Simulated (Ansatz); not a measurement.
Geometry optimisation, RKS PBE-D4/def2-SVP (Ansatz 0.2.0).

The input (input.yaml):

```yaml
crystal:
  periodic: [false, false, false]
  atoms:
    - { symbol: B, position_ang: [-1.0645, 0.5978, -0.6096] }
    - { symbol: C, position_ang: [-0.3723, -0.6278, -0.0141] }
    - { symbol: C, position_ang: [0.7374, -0.197, 0.8534] }
    - { symbol: "N", position_ang: [1.9287, 0.2951, 0.3707] }
    - { symbol: H, position_ang: [-1.1745, 0.7802, -1.8098] }
    - { symbol: H, position_ang: [-1.6122, 1.4541, 0.0943] }
    - { symbol: H, position_ang: [0.0337, -1.2711, -0.8291] }
    - { symbol: H, position_ang: [-1.0617, -1.1873, 0.5812] }
    - { symbol: H, position_ang: [0.688, -0.2997, 1.9847] }
    - { symbol: H, position_ang: [1.9803, 0.4045, -0.6187] }
basis:
  gaussian: { orbitals: def2-SVP }
hamiltonian:
  xc: pbe
  dispersion: d4
relax:
  f_tol: 0.015
  max_steps: 40
```

Launched with:

```bash
$ ansatz run input.yaml --threads 1 --pin off --max-ram 2048MiB --backend cpu --events-out ev --progress --plain --runs-dir out
```

Task: Where does it end, and by what steps?

Result: It converged. After 9 steps the energy has fallen by 0.562 eV; H9 moved furthest, 0.60 Å.

```tsv
step	energy less start (eV)	largest force component (eV/Å)	accepted
0	0.0000	5.167	yes
1	-0.4194	1.642	yes
2	-0.4541	1.332	yes
3	-0.5116	0.971	yes
4	-0.5242	0.496	yes
5	-0.5534	0.293	yes
6	-0.5569	0.191	yes
7	-0.5614	0.028	yes
8	-0.5616	0.032	yes
9	-0.5618	0.013	yes
```

```xyz
10
Properties=species:S:1:pos:R:3
B -1.164 0.603 -0.532
C -0.328 -0.656 -0.102
C 0.771 -0.053 0.760
N 1.976 0.214 0.422
H -1.159 1.006 -1.680
H -1.774 1.234 0.312
H 0.104 -1.230 -0.945
H -0.945 -1.323 0.539
H 0.462 0.220 1.794
H 2.139 -0.066 -0.565
```

Whether the end is a true minimum wasn't checked by a vibrational analysis.

Run time: 13 s on 1 thread of Intel(R) Xeon(R) 6975P-C (Granite Rapids), with other jobs on the host, peak memory 0.14 GiB.
